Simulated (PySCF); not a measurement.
# Sn²⁺: excitation energy

Sn²⁺ [Kr] 4d10 5s2 (1S) → Sn²⁺ [Kr] 4d10 5s1 5p1 (3P), as a difference of total energies. Calculation: PySCF 2.14, in aug-cc-pwCVTZ-PP with ECP28MDF (8s7p6d4f1g, 96 functions); a scalar-relativistic core potential. Correlated levels: valence: 4s2 4p6 4d10 frozen; valence and next inner shell: nothing frozen outside the core potential. The calculations carry no spin-orbit coupling.

```json
{"method": "UHF", "excitation energy (eV)": "5.593"}
{"method": "LDA", "excitation energy (eV)": "7.735"}
{"method": "PBE", "excitation energy (eV)": "7.457"}
{"method": "PBE0", "excitation energy (eV)": "7.067"}
{"method": "r2SCAN", "excitation energy (eV)": "6.940"}
{"method": "B3LYP", "excitation energy (eV)": "7.411"}
{"method": "wB97X", "excitation energy (eV)": "7.524"}
{"method": "BHandHLYP", "excitation energy (eV)": "6.993"}
{"method": "TPSS", "excitation energy (eV)": "7.210"}
{"method": "MP2 (valence)", "excitation energy (eV)": "6.232"}
{"method": "SCS-MP2 (valence)", "excitation energy (eV)": "6.413"}
{"method": "MP2 (valence and next inner shell)", "excitation energy (eV)": "7.287"}
{"method": "SCS-MP2 (valence and next inner shell)", "excitation energy (eV)": "7.298"}
```

Problem. How much does correlation contribute at MP2 (valence and next inner shell)?

Solution. 7.287 − (5.593) = 1.694 eV, measured against UHF.
